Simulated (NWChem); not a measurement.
System: Si₆H₁₁, doublet; SMILES [SiH2]1[SiH2][SiH2][SiH][SiH2][SiH2]1

The following NWChem deck was run.

```
start job
memory heap 200 mb stack 900 mb global 1100 mb
geometry units angstroms noautoz
  Si    -1.581326    -1.350014     0.663709
  Si    -2.011633     0.569708    -0.594603
  Si    -0.506877     2.262901     0.070108
  Si     1.586314     1.312042     0.593978
  Si     1.913132    -0.619380    -0.706897
  Si     0.496517    -2.302634     0.143315
  H     -1.716899    -1.087944     2.134929
  H     -3.429093     1.027757    -0.449940
  H     -1.757998     0.237392    -2.033297
  H     -1.056129     2.961105     1.276303
  H     -0.345915     3.272047    -1.026668
  H      2.680853     2.312908     0.386763
  H      1.583488     0.908796     2.037584
  H      3.343921    -1.062943    -0.704875
  H      1.511068    -0.327975    -2.121174
  H      1.093180    -2.891342     1.384369
  H      0.336288    -3.394217    -0.869387
end
basis spherical
  Si library 6-31g*
  H library 6-31g*
end
dft
  odft
  mult 2
  xc b3lyp
  iterations 150
  mulliken
end
task dft energy
```

NWChem printed, in part:

```
             Northwest Computational Chemistry Package (NWChem) 7.3.0
             --------------------------------------------------------

 C1  symmetry detected

                             Geometry "geometry" -> ""
                             -------------------------

 Output coordinates in angstroms (scale by  1.889725989 to convert to a.u.)

  No.       Tag          Charge          X              Y              Z
 ---- ---------------- ---------- -------------- -------------- --------------
    1 Si                  14.0000    -1.96007184    -0.75538653     0.59128590
    2 Si                  14.0000    -1.70549204     1.20726974    -0.64847828
    3 Si                  14.0000     0.25902860     2.30400913     0.06626307
    4 Si                  14.0000     1.90934104     0.71172911     0.61502020
    5 Si                  14.0000     1.60843531    -1.21035770    -0.70578060
    6 Si                  14.0000    -0.30230047    -2.33714473     0.09574440
    7 H                    1.0000    -2.03326360    -0.47328024     2.06322612
    8 H                    1.0000    -2.89515025     2.10670103    -0.52331497
    9 H                    1.0000    -1.54476525     0.81965160    -2.08671475
   10 H                    1.0000    -0.05491834     3.13618440     1.27166533
   11 H                    1.0000     0.76762112     3.21084182    -1.01363977
   12 H                    1.0000     3.27705824     1.29639880     0.44124601
   13 H                    1.0000     1.74245973     0.32220982     2.05274025
   14 H                    1.0000     2.81228910    -2.10151699    -0.68385871
   15 H                    1.0000     1.35566819    -0.79289977    -2.12302772
   16 H                    1.0000     0.03973828    -3.09830098     1.33930764
   17 H                    1.0000    -0.79190565    -3.30765575    -0.93439503

 Effective nuclear repulsion energy (a.u.)     663.2808731558

                                 NWChem DFT Module
                                 -----------------

 Summary of "ao basis" -> "ao basis" (spherical)
 ------------------------------------------------------------------------------
       Tag                 Description            Shells   Functions and Types
 ---------------- ------------------------------  ------  ---------------------
 Si                          6-31g*                  8       18   4s3p1d
 H                           6-31g*                  2        2   2s

            General Information
            -------------------
          SCF calculation type: DFT
          Wavefunction type:  spin polarized.
          No. of atoms     :    17
          No. of electrons :    95
           Alpha electrons :    48
            Beta electrons :    47
          Charge           :     0
          Spin multiplicity:     2
          Use of symmetry is: off; symmetry adaption is: off
          Maximum number of iterations: 150
          AO basis - number of functions:   130
                     number of shells:    70
          Convergence on energy requested:  1.00D-06
          Convergence on density requested:  1.00D-05
          Convergence on gradient requested:  5.00D-04

              XC Information
              --------------
                         B3LYP Method XC Potential
                     Hartree-Fock (Exact) Exchange  0.200
                        Slater Exchange Functional  0.800 local
                    Becke 1988 Exchange Functional  0.720 non-local
              Lee-Yang-Parr Correlation Functional  0.810
                  VWN I RPA Correlation Functional  0.190 local

             Grid Information
             ----------------
          Grid used for XC integration:  medium
          Radial quadrature: Mura-Knowles
          Angular quadrature: Lebedev.
          Tag              B.-S. Rad. Rad. Pts. Rad. Cut. Ang. Pts.
          ---              ---------- --------- --------- ---------
          Si                  1.10       88          13.0       590
          H                   0.35       45          14.0       434
          Grid pruning is: on
          Number of quadrature shells:  1023
          Spatial weights used:  Erf1

      Superposition of Atomic Density Guess
      -------------------------------------

 Sum of atomic energies:       -1738.38440306

      Non-variational initial energy
      ------------------------------

 Total energy =   -1740.465453
 1-e energy   =   -3732.638526
 2-e energy   =    1328.892200
 HOMO         =      -0.136076
 LUMO         =       0.030525

     ---------------------------------------------
      Total Density - Mulliken Population Analysis
     ---------------------------------------------

    Atom       Charge   Shell Charges
 -----------   ------   -------------------------------------------------------
    1 Si  14    13.96   2.00  2.00  5.97  1.07  1.62  0.44  0.80  0.05
    2 Si  14    13.96   2.00  2.00  5.97  1.00  1.78  0.40  0.72  0.08
    3 Si  14    13.90   2.00  2.00  5.97  1.01  1.78  0.38  0.68  0.08
    4 Si  14    13.95   2.00  2.00  5.97  1.00  1.80  0.40  0.70  0.08
    5 Si  14    13.94   2.00  2.00  5.97  1.00  1.78  0.40  0.70  0.08
    6 Si  14    13.93   2.00  2.00  5.97  1.00  1.78  0.39  0.70  0.08
    7 H    1     1.04   0.46  0.58
    8 H    1     1.03   0.46  0.57
    9 H    1     1.03   0.46  0.57
   10 H    1     1.03   0.46  0.57
   11 H    1     1.03   0.46  0.57
   12 H    1     1.03   0.46  0.57
   13 H    1     1.03   0.46  0.57
   14 H    1     1.03   0.46  0.57
   15 H    1     1.03   0.46  0.57
   16 H    1     1.03   0.46  0.57
   17 H    1     1.03   0.46  0.57

     --------------------------------------------
      Spin Density - Mulliken Population Analysis
     --------------------------------------------

[...]
```

Level: B3LYP/6-31G* (spherical d), spin-unrestricted. Geometry: optimised at PBE0/def2-SVP, spin-unrestricted. Not confirmed as a minimum by frequencies. No stability test was run on the SCF state.
